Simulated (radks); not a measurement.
Values are calculated unless marked as measured or tabulated.
Question: Species: the iridium ion Ir49+. Configuration: [Ar] 3d10 (the NIST ground configuration). Code: a radial shooting solver on a logarithmic mesh with Libxc functionals. Model: non-relativistic Kohn-Sham, LB94 model potential, spin-polarised, spherical densities, point nucleus; relativity is left out, which matters for an element this heavy. Some entries of the table are withheld. Estimate them.

| orbital | occ. | eigenvalue (hartree) | r(max) (bohr) |
|---|---|---|---|
| 1s | 2 | -2648.985 | (1) |
| 2s | 2 | -518.3129 | (2) |
| 2p | 6 | -502.1997 | (3) |
| 3s | 2 | (4) | 0.1922 |
| 3p | 6 | -180.4023 | 0.1806 |
| 3d | 10 | -166.7956 | 0.1412 |
| 4s | 0 | -96.63781 | 0.3924 |
| 4p | 0 | -93.44156 | 0.3864 |

Answer: 
(1) 1s r(max) (bohr): 0.01305
(2) 2s r(max) (bohr): 0.07086
(3) 2p r(max) (bohr): 0.05494
(4) 3s eigenvalue (hartree): -187.8385
